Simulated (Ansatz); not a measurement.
Basis-set extrapolation for `O[SiH](F)O[SiH2]Cl` (PBE0-D4/def2-TZVP geometry, frozen core, Ansatz 0.2.0). Multiplicity 1, RHF reference.

|  | def2-TZVPP | def2-QZVPP |
| --- | --- | --- |
| HF | -1289.312040 | -1289.356748 |
| MP2 correlation | -1.141856 | -1.244638 |
| CCSD(T) correlation | -1.222238 | not run |

Energies in hartree. Use E(X) = E(∞) + A·exp(−7.88·√X) for Hartree–Fock and E(X) = E(∞) + B·X^(−2.97) for correlation, with X = 3 and 4, and add CCSD(T) minus MP2 of the smaller set to the MP2 limit.

Q: What is the CCSD(T) energy at the basis-set limit?

A: HF limit: -1289.356748 + (-0.044708) × 0.13774 = -1289.36291. MP2 limit: -1.244638 + (-0.102782) × 0.74074 = -1.32077. Higher-order term: -1.222238 − (-1.141856) = -0.08038. Total: -1290.76406 hartree, 144.2 kcal/mol below CCSD(T)/def2-TZVPP.
